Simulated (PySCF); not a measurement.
Cd2S2: a base run and its variants

Base input, run as `OMP_NUM_THREADS=1 python input.py` with PySCF 2.14:

```python
from pyscf import gto, scf, mp

mol = gto.M(
    atom='Cd 1.3601 0 0; Cd -1.3601 0 0; S 0 1.965 0; S 0 -1.965 0',
    basis='sbkjc',
    ecp={'Cd': 'sbkjc', 'S': 'sbkjc'},
    charge=0,
    spin=0,
    verbose=4,
)
mf = scf.UHF(mol)
mf.kernel()
mp.MP2(mf).kernel()
mf.dip_moment()
print('orbital energies (hartree):', [e[max(0, n-3):n+3].round(4) for e, n in zip(mf.mo_energy, mol.nelec)])
```

Base result: E(SCF) = -351.895044 Eh, 13 cycles, E(MP2) − E(SCF) = -0.50173 Eh, μ(SCF) = 0.00 D. No search for the lowest solution was made.

Run time: 4.6 s on 1 thread of Arm Neoverse N1 (shared host), peak memory 0.24 GiB.

Each row names what differs from the base; energies in brackets are changes from the base.

```tsv
change	result	wall time (s)
charge: 0 → 1; spin (2S): 0 → 1 [another spin of the ion may lie lower]	E(SCF) = -351.615680 Eh (+7.6019 eV), 15 cycles, E(MP2) − E(SCF) = -0.49070 Eh, ⟨S²⟩ = 0.903	4.6
spin (2S): 0 → 2 [a high spin state]	E(SCF) = -351.814969 Eh (+2.1789 eV), 15 cycles, E(MP2) − E(SCF) = -0.51515 Eh, ⟨S²⟩ = 2.127, μ(SCF) = 0.00 D	4.7
DIIS space: default → 4	E(SCF) = -351.895044 Eh (+0.0000 eV), 14 cycles, E(MP2) − E(SCF) = -0.50173 Eh, μ(SCF) = 0.00 D	4.5
density fitting: none → def2-universal-jkfit [unsound on purpose]	E(SCF) = -351.894854 Eh (+0.0052 eV), 13 cycles, E(MP2) − E(SCF) = -0.50172 Eh, μ(SCF) = 0.00 D	5.5
second-order solver: off → on [ends in another solution than the base]	E(SCF) = -350.171632 Eh (+46.8964 eV), 6 cycles, E(MP2) − E(SCF) = -1.09459 Eh, μ(SCF) = 0.00 D	9.1
density fitting: none → weigend [unsound on purpose] [this fitting set is unfit for the basis or for exact exchange; a fit set errs by some meV]	E(SCF) = -350.835215 Eh (+28.8394 eV), 13 cycles, E(MP2) − E(SCF) = -0.51776 Eh, μ(SCF) = 0.00 D	2.9
step after the SCF: mp2 → tda; number of roots: default → 3	E(SCF) = -351.895044 Eh (+0.0000 eV), 13 cycles, μ(SCF) = 0.00 D, first excitations without spin–orbit coupling 2.58, 2.85, 3.07 eV	17
geometry: coordinates × 0.98 → coordinates × 0.3 [unsound on purpose]	E(SCF) = -263.515600 Eh, 12 cycles, E(MP2) − E(SCF) = -0.46472 Eh, μ(SCF) = 0.00 D	4.5
basis set: sbkjc → lanl2dz [with its own core potential]	E(SCF) = -112.961452 Eh, 10 cycles, E(MP2) − E(SCF) = -0.25137 Eh, μ(SCF) = 0.00 D	1.9
charge: 0 → 2 [another spin of the ion may lie lower]	E(SCF) = -351.060906 Eh (+22.6981 eV), 13 cycles, E(MP2) − E(SCF) = -0.56209 Eh	4.5
```
